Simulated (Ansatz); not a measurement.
`[OH][SbH][SiH2][SeH]`. The species carries charge 0 and has multiplicity 1. Sb takes the def2 core potential. The geometry is a stationary point of PBE0-D4/def2-TZVP. It is one conformer, not always the lowest.

```xyz
9

O     0.101   -0.619    1.844
Sb    0.313    1.229    1.132
Si   -0.398    0.505   -1.255
Se   -0.053   -1.736   -1.388
H    -0.445   -0.610    2.634
H     1.953    0.979    0.715
H     0.424    1.209   -2.276
H    -1.821    0.872   -1.493
H    -0.074   -1.829    0.087
```

(1) What is the dipole moment at PBE/def2-TZVPP? (Estimate.)

(2) And with r2SCAN, B3LYP, ωB97M-V? (An estimate is asked.)

(3) Give the Mulliken charges with PBE, B3LYP, ωB97M-V in def2-TZVPP. (An estimate is asked.)

Results:

(1) The calculation gave: 2.53 D, with components (-0.65, 1.79, 1.67) D in this frame, pointing from negative to positive charge.

(2) Computed: r2SCAN 2.58 D, B3LYP 2.68 D, ωB97M-V 2.65 D.

(3) The calculation gave: 
```json
{"atom": "O1", "PBE": "-0.49", "B3LYP": "-0.54", "ωB97M-V": "-0.53"}
{"atom": "Sb2", "PBE": "0.46", "B3LYP": "0.52", "ωB97M-V": "0.42"}
{"atom": "Si3", "PBE": "0.08", "B3LYP": "0.14", "ωB97M-V": "0.09"}
{"atom": "Se4", "PBE": "-0.19", "B3LYP": "-0.20", "ωB97M-V": "-0.21"}
{"atom": "H5", "PBE": "0.19", "B3LYP": "0.18", "ωB97M-V": "0.18"}
{"atom": "H6", "PBE": "-0.08", "B3LYP": "-0.09", "ωB97M-V": "-0.05"}
{"atom": "H7", "PBE": "-0.04", "B3LYP": "-0.05", "ωB97M-V": "-0.01"}
{"atom": "H8", "PBE": "-0.05", "B3LYP": "-0.06", "ωB97M-V": "-0.02"}
{"atom": "H9", "PBE": "0.11", "B3LYP": "0.11", "ωB97M-V": "0.13"}
```

B3LYP here is the variant with VWN-RPA as its local correlation; programs differ in this.
